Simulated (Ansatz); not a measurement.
`[F][Zn][BH][SiH3]` + `C1[SiH2][AsH]1` → `[SiH3][As]1C[SiH2]1` + `[BH2][Zn][F]` at 600 K and 1 bar (cleavage of the Si–B bond).

Isolated molecules relaxed with PBE0-D4/def2-TZVP in Ansatz; ΔE leaves out vibrations. CCSD(T)/CBS is the MP2 limit (def2-TZVPP, def2-QZVPP) plus CCSD(T) − MP2 in def2-TZVPP, frozen cores. For As, Zn outer-core shells are correlated without core-valence functions, which leaves a few kJ/mol of doubt a bond. Scalar relativity is left out up to krypton. One conformer a species, not always the lowest.

| species | CCSD(T)/CBS energy (Eh) | H − E (kJ/mol) | S (J/(mol·K)) |
| --- | --- | --- | --- |
| `[F][Zn][BH][SiH3]` | -2194.43736 | 157.6 | 438.7 |
| `C1[SiH2][AsH]1` | -2565.12158 | 180.5 | 367.7 |
| `[SiH3][As]1C[SiH2]1` | -2855.41741 | 247.9 | 455.5 |
| `[BH2][Zn][F]` | -1904.16040 | 93.4 | 334.4 |

H − E and S are ideal-gas, rigid-rotor, harmonic terms from PBE0-D4/def2-TZVP, for one conformer and one mirror image of each species. 1 Eh = 2625.50 kJ/mol, R = 8.31446 J/(mol·K).

Q: By hand: ΔE, ΔH, ΔS and ΔG.

A: ΔE = (-2855.41741) + (-1904.16040) − (-2194.43736) − (-2565.12158) = -0.01887 Eh = -49.5 kJ/mol. Δ(H − E) = 247.9 + 93.4 − 157.6 − 180.5 = 3.2, so ΔH = -46.3 kJ/mol. ΔS = 455.5 + 334.4 − 438.7 − 367.7 = -16.5 J/(mol·K). ΔG = -46.3 − 600 × (-16.5)/1000 = -36.4 kJ/mol.

Q: By hand: the equilibrium constant, and the temperature at which ΔG would vanish if ΔH and ΔS stayed fixed.

A: log₁₀ K = −ΔG/(RT ln 10) = 3.2. ΔG = 0 at ΔH/ΔS = 2806 K, far beyond where these terms or the molecules hold.

ΔH outweighs TΔS. A doubt of 5 kJ/mol in ΔE shifts log₁₀ K by 0.4 here. Other conformers and mirror images would add mixing entropy, several J/(mol·K) or more a flexible species. These are equilibria of isolated gas molecules and say nothing of rates. Largest T1 diagnostic: 0.016 (customary marks: 0.02 for closed shells, 0.045 for open ones).
